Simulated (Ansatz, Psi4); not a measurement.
Ansatz (an electronic-structure program) was given this input:
Ansatz 0.2 input:
```yaml
crystal:
  periodic: [false, false, false]
  atoms:
    - {symbol: Si, position_ang: [1.68054828, -0.42496743, -0.52596035]}
    - {symbol: N, position_ang: [0.50290150, -1.52832577, 0.08377091]}
    - {symbol: Si, position_ang: [-1.17562112, -1.31026230, 0.41701362]}
    - {symbol: N, position_ang: [-1.46043566, 0.38486470, 0.56260467]}
    - {symbol: Si, position_ang: [-0.54839632, 1.72369318, -0.03026477]}
    - {symbol: N, position_ang: [1.06095760, 1.17105307, -0.31418280]}
    - {symbol: H, position_ang: [1.94000099, -0.68910961, -1.95384163]}
    - {symbol: H, position_ang: [2.91193934, -0.56300900, 0.26448031]}
    - {symbol: H, position_ang: [0.81666462, -2.48200359, 0.13740011]}
    - {symbol: H, position_ang: [-1.99276343, -1.88246088, -0.66962470]}
    - {symbol: H, position_ang: [-1.49030681, -1.94902435, 1.70231783]}
    - {symbol: H, position_ang: [-2.36797339, 0.62547217, 0.92202770]}
    - {symbol: H, position_ang: [-0.51609892, 2.76332656, 1.00760337]}
    - {symbol: H, position_ang: [-1.13988836, 2.24298984, -1.27781588]}
    - {symbol: H, position_ang: [1.72303017, 1.90218647, -0.50893551]}
basis:
  gaussian:
    orbitals: STO-3G
hamiltonian:
  xc: r2scan
accuracy: high
```

Write the same job for Psi4.

This is not unique; one that fits is 
```
memory 2 GB

molecule {
0 1
Si    1.68054828   -0.42496743   -0.52596035
N     0.50290150   -1.52832577    0.08377091
Si   -1.17562112   -1.31026230    0.41701362
N    -1.46043566    0.38486470    0.56260467
Si   -0.54839632    1.72369318   -0.03026477
N     1.06095760    1.17105307   -0.31418280
H     1.94000099   -0.68910961   -1.95384163
H     2.91193934   -0.56300900    0.26448031
H     0.81666462   -2.48200359    0.13740011
H    -1.99276343   -1.88246088   -0.66962470
H    -1.49030681   -1.94902435    1.70231783
H    -2.36797339    0.62547217    0.92202770
H    -0.51609892    2.76332656    1.00760337
H    -1.13988836    2.24298984   -1.27781588
H     1.72303017    1.90218647   -0.50893551
}

set {
  basis sto-3g
  scf_type pk
  puream true
  d_convergence 1e-8
  dft_radial_points 99
  dft_spherical_points 590
}

energy('r2scan')
print_variables()
```

Both were run: Ansatz gave -1025.865288 Eh and Psi4 -1025.864958 Eh, 0.330 mEh apart.
